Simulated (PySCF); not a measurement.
Zr(OEt)(H)3 (C2H8OZr), SMILES C(C)[O][ZrH3], multiplicity 1.

Geometry: B3LYP-D3(BJ)/def2-SVP. The multiplicity is an assumed one; other spin states were not compared. The def2 effective core potentials stand for the cores of Zr; spin–orbit coupling is left out. Other conformers were not sampled.

Calculation: B3LYP-D3(BJ)/def2-SVP (PySCF).

Frequencies are harmonic and unscaled.

```tsv
mode	ν (cm⁻¹)	IR (km/mol)	moving atoms (share of kinetic energy)
1	32	0.0	H 83 %, C 13 %
2	78	0.5	O 42 %, C 28 %, H 22 %
3	112	2.2	O 52 %, H 41 %
4	278	0.2	H 87 %
5	359	2.8	H 53 %, C 28 %, O 10 %, Zr 8 %
6	405	37.8	H 85 %, O 10 %
7	425	36.8	H 62 %, O 23 %, C 9 %
8	510	65.4	H 60 %, C 20 %, O 18 %
9	616	241.6	H 57 %, C 22 %, Zr 16 %
10	625	95.0	H 99 %
11	625	90.1	H 99 %
12	808	0.6	H 92 %
13	950	37.3	H 47 %, C 40 %, O 12 %
14	1102	16.5	C 54 %, H 42 %
15	1164	3.3	H 61 %, C 36 %
16	1191	603.3	O 53 %, C 40 %
17	1297	0.3	H 92 %
18	1378	9.5	H 81 %, C 17 %
19	1407	27.8	H 73 %, C 25 %
20	1456	8.0	H 97 %
21	1472	0.4	H 96 %
22	1491	2.3	H 93 %
23	1648	581.1	H 98 %
24	1648	589.1	H 98 %
25	1695	177.2	H 99 %
26	3024	50.3	H 95 %
27	3035	10.9	H 97 %
28	3069	16.7	H 90 %, C 10 %
29	3124	20.9	H 91 %, C 9 %
30	3128	20.2	H 90 %, C 10 %
```
